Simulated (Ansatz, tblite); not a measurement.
Removing an electron: As7⁻ (the lowest singlet isomer of a short search). Total charge -1; singlet. Geometry: PBE0-D4/def2-SVPD. Ansatz, gas phase; energy differences of separate SCF runs; the oxidised species was run as a doublet alone.

```xyz
7

As   -0.982    1.956    0.558
As   -1.753   -0.316    1.048
As    0.893   -0.018   -1.711
As    0.697   -1.025    1.479
As    1.353   -2.059   -0.567
As    1.406    1.059    0.420
As   -1.613    0.404   -1.228
```

The xTB rows come from tblite. The structure comes from a short search, and lower isomers may exist.

```tsv
level	−HOMO (eV)	vertical IE (eV)	−LUMO (eV)	HOMO–LUMO gap (eV)
GFN1-xTB	1.41	4.81	-0.21	1.62
GFN2-xTB	2.94	5.42	1.07	1.86
PBE-D4/def2-SVP	0.49	2.70	-1.49	1.99
```

 Raw xTB energy differences between charge states are shifted by several eV; the methods need an empirical correction for them.
